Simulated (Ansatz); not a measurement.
Ideal-gas functions of C2H6Ge (`[CH2]1[CH2][GeH2]1`) at 400 K and 1 bar, from an Ansatz frequency run at PBE0-D4/def2-TZVP.

Molar mass 102.68 g/mol, point group C2v (symmetry number 2), electronic degeneracy 1, moments of inertia 27.022, 78.648, 92.232 u Å². Harmonic wavenumbers (cm⁻¹, unscaled): 400, 461, 474, 556, 625, 744, 784, 832, 890, 965, 993, 1020, 1207, 1427, 1444, 2202, 2220, 3141, 3144, 3217, 3235.

Use S(trans) = R[1.5 ln M + 2.5 ln T − 1.1517]; rotational temperatures θ = 24.2544 K / I; S(rot) = R[ln(√π/σ · √(T³/θAθBθC)) + 1.5]; for each mode x = 1.438777 ν̃/T, S = R[x/(eˣ − 1) − ln(1 − e⁻ˣ)] and H = RT x/(eˣ − 1); 1 cm⁻¹ = 0.0119627 kJ/mol; R = 8.31446 J/(mol·K).

Question: By hand: the entropy, in J/(mol·K).

Answer: Translation 172.7. Rotation: θ = 0.8976, 0.3084, 0.263 K, giving 97.1. Vibration, mode by mode: 5.97, 5.00, 4.82, 3.81, 3.13, 2.24, 2.00, 1.74, 1.48, 1.19, 1.10, 1.01, 0.59, 0.30, 0.29, 0.03, 0.03, 0.00, 0.00, 0.00, 0.00, in all 34.7. Electronic 0.0. Sum 304.5 J/(mol·K).

Question: By hand: H − E and G − E in kJ/mol, counted from the electronic energy.

Answer: Zero-point energy ½ × 29981 × 0.0119627 = 179.3; thermal vibration 9.6; translation, rotation and pV give 4 RT = 13.3. H − E = 202.2 kJ/mol, and G − E = 202.2 − 400 × 304.5/1000 = 80.4 kJ/mol.

Vibration gives 11 % of the entropy.
